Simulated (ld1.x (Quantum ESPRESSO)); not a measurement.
Building the TM potential for Zr (LDA (PZ), scalar-relativistic).

| Property | Result |
| --- | --- |
| Element | zirconium (Zr) |
| Generator | ld1.x (Quantum ESPRESSO) 7.5 |
| Type | norm-conserving Troullier–Martins (Kleinman–Bylander form) |
| Functional | LDA (PZ) |
| Relativity | scalar-relativistic |
| Frozen core | [Ar] 3d10 |
| Valence charge | 12 |
| Reference configuration | 4s2 4p6 4d2 5s1.5 5p0.5 |
| Partial waves | 4s (bound): rc 1.75 bohr; 4p (bound): rc 1.35 bohr; 4d (bound): rc 1.55 bohr |
| Local potential | all-electron potential smoothed inside 1.05 bohr (lloc = -1) |
| Core correction | none |

Occupied shells without a wave of their own: 5p, 5s. They enter only through the test configuration that unscreens the potential.

All-electron outer shells of the reference configuration (LDA (PZ), scalar-relativistic, ld1.x):

| shell | level (eV) | outermost node (bohr) | outermost maximum (bohr) |
| --- | --- | --- | --- |
| 3p | -317.88 | 0.18 | 0.40 |
| 3d | -175.58 | – | 0.35 |
| 4s | -55.15 | 0.55 | 1.08 |
| 4p | -33.13 | 0.56 | 1.17 |
| 5s | -4.98 | 1.46 | 3.08 |
| 4d | -4.28 | 0.58 | 1.61 |
| 5p | -1.87 | 1.69 | 4.10 |

(1) Does the generator finish with these settings?

Results:

(1) No. ld1.x (Quantum ESPRESSO) 7.5 stopped with "run_pseudo: Errors in PS-KS equation": the pseudo-atom solver did not find the valence states with the expected number of nodes, which is the usual sign of a ghost state. Before that it printed "Warning: n=2, l=0 expected 1 nodes, found 2".
